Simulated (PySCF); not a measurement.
Method: B3LYP-D3(BJ)/def2-TZVP run with PySCF. Isolated molecules, 0 K electronic values unless said otherwise. One relaxed conformer stands for a flexible species; it need not be the lowest. B3LYP has the VWN-RPA correlation part, as in Gaussian. 

Reference species (SMILES): `C=[SiH]O` (C–Si–O–H torsion 0°) (neutral, multiplicity 1).

The HOMO is -5.98 eV and the HOMO–LUMO gap is 5.49 eV.

Changed species: `O1[SiH2]C1`.

Question: Predict the effect on the HOMO and HOMO–LUMO gap.

Answer: the HOMO falls by 1.51 eV, to -7.49 eV; the HOMO–LUMO gap goes up by 1.24 eV, to 6.73 eV.
